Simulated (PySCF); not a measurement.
## Br²⁺ (bromine, charge +2): UHF calculation

Configuration: [Ar] 3d10 4s2 4p2 5s1, high-spin 4P determinant (an excited configuration). Calculation: PySCF 2.14, in aug-cc-pVDZ-DK; the spin-free X2C one-electron Hamiltonian (Gaussian nucleus).

* Total energy: -2602.491032 hartree
* One-electron energy: -3584.1672 hartree
* Hartree (Coulomb) energy: 1072.0069 hartree
* Exchange energy: -90.3307 hartree
* ⟨S²⟩: 3.7557
* ⟨L²⟩: 2.254
* Sum of ⟨r⟩: 22.41 bohr
* Sum of ⟨r²⟩: 37.39 bohr²
* Traceless quadrupole moment −½Σ⟨3z² − r²⟩ along its main axis: -0.131 e·bohr²
* Langevin diamagnetic susceptibility: -29.6 ×10⁻⁶ cm³/mol

| shell | electrons | mean orbital energy (hartree) | spread (hartree) | rms radius, mean of both spins (bohr) |
| --- | --- | --- | --- | --- |
| 1s α | 1 | -499.35452 | 0 | 0.0492 |
| 1s β | 1 | -499.34152 | 0 | 0.0492 |
| 2s α | 1 | -68.24897 | 0 | 0.205 |
| 2s β | 1 | -68.23977 | 0 | 0.205 |
| 2p α | 3 | -60.15502 | 0.00416 | 0.183 |
| 2p β | 3 | -60.14061 | 0.01066 | 0.183 |
| 3s α | 1 | -11.33675 | 0 | 0.587 |
| 3s β | 1 | -11.30943 | 0 | 0.587 |
| 3p α | 3 | -8.68512 | 0.00335 | 0.607 |
| 3p β | 3 | -8.65320 | 0.03301 | 0.607 |
| 3d α | 5 | -4.28229 | 0.01835 | 0.648 |
| 3d β | 5 | -4.26414 | 0.03247 | 0.648 |
| 4s α | 1 | -2.06133 | 0 | 1.68 |
| 4s β | 1 | -1.80068 | 0 | 1.68 |
| 4p α | 2 | -1.44265 | 0 | 1.92 |
| 5s α | 1 | -0.60253 | 0 | 4.12 |

The outer electron is Rydberg-like, and this basis confines it to a smaller radius and binds it less than a complete one would.

Densities and radii are taken from the X2C orbitals without a picture-change correction, which distorts them close to the nucleus.

Spin-orbit constants ζ (cm⁻¹) from the X2C one-electron operator on these orbitals: bare nucleus, nucleus screened by l(l+1)(2l+1)/3 electrons, and screened by the Breit-Pauli mean field of the electrons.

```tsv
shell	bare	screened nucleus	mean field
2p	262400	247400	240500
3p	37800	35640	34450
3d	4655	3325	3098
4p	3583	3378	3248
```

To first order the Landé constant is A = 1083 cm⁻¹, so the lowest level has J = 1/2 and lies 0.336 eV below the centre of the term. This holds in LS coupling only.
